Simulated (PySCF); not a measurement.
**Br(2+) (bromine, charge +2) across methods**

[Ar] 3d10 4s2 4p2 5s1, high-spin 4P determinant (an excited configuration). Computed with PySCF 2.14 in aug-cc-pVDZ-PP with ECP10MDF, with a scalar-relativistic core potential.

```json
{"method": "PBE0", "E (hartree)": "-414.8780", "mean ε 4s β (eV)": "-46.403", "mean ε 4p α (eV)": "-34.993", "mean ε 5s α (eV)": "-15.033", "Σ⟨r²⟩ (bohr²)": "37.10", "⟨S²⟩": "3.752"}
{"method": "LDA", "E (hartree)": "-414.3044", "mean ε 4s β (eV)": "-45.555", "mean ε 4p α (eV)": "-33.313", "mean ε 5s α (eV)": "-14.697", "Σ⟨r²⟩ (bohr²)": "36.74", "⟨S²⟩": "3.751"}
{"method": "UHF", "E (hartree)": "-413.66680", "mean ε 4s β (eV)": "-48.852", "mean ε 4p α (eV)": "-39.173", "mean ε 5s α (eV)": "-16.360", "Σ⟨r²⟩ (bohr²)": "37.13", "⟨S²⟩": "3.755"}
{"method": "TPSSh", "E (hartree)": "-414.8151", "mean ε 4s β (eV)": "-45.501", "mean ε 4p α (eV)": "-34.230", "mean ε 5s α (eV)": "-14.575", "Σ⟨r²⟩ (bohr²)": "37.35", "⟨S²⟩": "3.752"}
{"method": "PBEsol", "E (hartree)": "-414.5231", "mean ε 4s β (eV)": "-45.073", "mean ε 4p α (eV)": "-33.306", "mean ε 5s α (eV)": "-14.534", "Σ⟨r²⟩ (bohr²)": "36.96", "⟨S²⟩": "3.751"}
```

(1) Estimate the same row for PBE.

Energies and moments cover only the electrons outside the core potential. The outer electron is Rydberg-like, and this basis confines it to a smaller radius and binds it less than a complete one would.

Results:

(1) E (hartree) = -414.9125; mean ε 4s β (eV) = -45.045; mean ε 4p α (eV) = -33.319; mean ε 5s α (eV) = -14.501; Σ⟨r²⟩ (bohr²) = 36.97; ⟨S²⟩ = 3.751.
